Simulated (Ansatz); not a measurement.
`C[O][Ge]([OH])([Cl])[Cl]` and `[OH][Ge]([Cl])([Cl])[Cl]` differ in one atom or group.

Ansatz, PBE0-D4/def2-TZVP geometries, multiplicity 1. Each molecule was computed in one conformer, which needn't be the lowest.

Scalar relativity is left out up to krypton.

| property | `C[O][Ge]([OH])([Cl])[Cl]` |
| --- | --- |
| LUMO energy (PBE/def2-TZVPP) / eV | -2.08 |
| HOMO–LUMO gap (PBE0/def2-TZVPP) / eV | 7.77 |
| HOMO energy (ωB97M-V/def2-TZVPP) / eV | -11.21 |
| LUMO energy (PBE0/def2-TZVPP) / eV | -1.04 |
| HOMO energy (PBE/def2-TZVPP) / eV | -7.17 |
| size of the dipole moment (B3LYP/def2-TZVPP) / D | 2.28 |

**Question.** Give the same properties after the change, and the shifts. (Best estimate.)

**Answer.** Ansatz gave: 
```tsv
property	`[OH][Ge]([Cl])([Cl])[Cl]`	shift
LUMO energy (PBE/def2-TZVPP) / eV	-2.68	-0.60
HOMO–LUMO gap (PBE0/def2-TZVPP) / eV	7.83	0.06
HOMO energy (ωB97M-V/def2-TZVPP) / eV	-11.77	-0.56
LUMO energy (PBE0/def2-TZVPP) / eV	-1.67	-0.63
HOMO energy (PBE/def2-TZVPP) / eV	-7.99	-0.82
size of the dipole moment (B3LYP/def2-TZVPP) / D	1.41	-0.87
```

With PBE0 the HOMO falls by 0.69 eV and the LUMO falls by 0.63 eV, so the gap widens by about 0.06 eV. PBE moves the HOMO by -0.82 eV and ωB97M-V by -0.56 eV. Dipoles are sizes alone; their direction can turn.

B3LYP here is the variant with VWN-RPA as its local correlation; programs differ in this.
